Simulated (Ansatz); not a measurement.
Ansatz (an electronic-structure program) input (HF/def2-QZVPPD):
A basis named .json is the Basis Set Exchange file of that set.

Ansatz 0.2 input:
```yaml
crystal:
  periodic: [false, false, false]
  atoms:
    - {symbol: C, position_ang: [0.09501344, -0.08067266, 1.26141555]}
    - {symbol: I, position_ang: [0.98121667, 1.55821321, -0.04635199]}
    - {symbol: I, position_ang: [-0.99197291, -1.54908046, -0.09644977]}
basis:
  gaussian:
    orbitals: def2-QZVPPD.json
hamiltonian:
  xc: hf
total_charge: -1
magnetization: {spin_polarized: true, initial_magnetization: 1}
```

End of the output:

```
integrals: 0.18 GiB planned
1339 factors; their error is unknown
mean field: 1.44 GiB planned
mean field evaluation 1: about -17172.5945 eV, gradient 1.5e1 eV
mean field evaluation 2: about -17173.3749 eV, gradient 1.5e1 eV
mean field evaluation 4: about -17174.4339 eV, gradient 1.5e0 eV
mean field evaluation 8: about -17174.4816 eV, gradient 2.0e-1 eV
mean field evaluation 16: about -17174.7263 eV, gradient 7.7e-2 eV
mean field evaluation 32: about -17174.5714 eV, gradient 9.0e-1 eV
mean field evaluation 64: about -17174.7180 eV, gradient 2.4e-1 eV
mean field evaluation 96: about -17171.2126 eV, gradient 5.5e0 eV
mean field -17174.72740700 eV, -631.1595907590 hartree, gradient 1.1e-5 eV, S^2 0.803942; 0 other end points of the search recorded, 0 dependent functions left out
reference -17174.72740700 eV, -631.1595907590 hartree; 29, 28 occupied and 216, 217 virtual orbitals, 1339 factors
Total energy: -17174.72740700 eV, -631.1595907590 hartree
```
